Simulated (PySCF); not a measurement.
Bond length, frequency and bond energy of NaBr by level of theory

State: ¹Σ⁺ (singlet), closed shell. Set-up: basis Na 6-31G(d,p), Br 6-31G(d,p); no relativity; PySCF 2.14. De refers to Na + Br in their high-spin ground configurations, without counterpoise correction. A positive dipole means Na(−)Br(+).

```
      Level  Re (Å)  ωe (cm⁻¹)  De (eV)  μ (D)
        RHF   2.545        292     2.80  -9.72
    RHF-MP2   2.540        297     3.62    n/a
RHF-SCS-MP2   2.542        296     3.54    n/a
   RHF-CCSD   2.542        297     3.50    n/a
RHF-CCSD(T)   2.542        297     3.53    n/a
        LDA   2.481        299     4.06  -8.45
        PBE   2.523        289     3.68  -8.59
       BLYP   2.532        285     3.57  -8.42
     r²SCAN   2.517        295     3.85  -9.11
       PBE0   2.514        295     3.68  -9.01
       MN15   2.526        288     3.79  -9.23
    LC-ωPBE   2.509        299     3.70  -9.33
```

Which functional lies closest to RHF-CCSD(T) in De, which farthest, and by how much do they differ from it?

Closest is BLYP (-1.0 pm in Re, -4.0 % in ωe, +0.04 eV in De against RHF-CCSD(T) in the same basis), farthest LDA (-6.1 pm in Re, +0.7 % in ωe, +0.53 eV in De). CCSD(T) converges more slowly with the basis than the functionals do and binds too weakly in this one, so the order can change at the basis-set limit.

What does the gradient correction do here, going from LDA to PBE?

PBE less LDA: +4.2 pm in Re, -3.3 % in ωe, -0.38 eV in De. The gradient correction favours the more uneven density of free atoms, so it tends to lengthen bonds and takes away much of the overbinding of LDA; so it does here.

What does second-order correlation do here, going from RHF to RHF-MP2?

RHF-MP2 less RHF: -0.5 pm in Re, +1.7 % in ωe, +0.82 eV in De. Correlation nearly always deepens the well. The bond shortens, as in weak, metallic or heavy-atom bonds, where dispersion and the correlation of outer-core electrons pull the atoms together.

Measured (Huber and Herzberg, Constants of Diatomic Molecules (1979)): Re = 2.502038 Å, ωe = 302.1 cm⁻¹.

Correlated steps freeze 10 core orbitals. Correlated levels converge slowly with the basis: in double zeta they bind strong bonds too weakly, by up to about 1 eV, and carry superposition errors of some tenths. Where the molecule has an RHF reference, its open-shell atoms are computed with UHF.
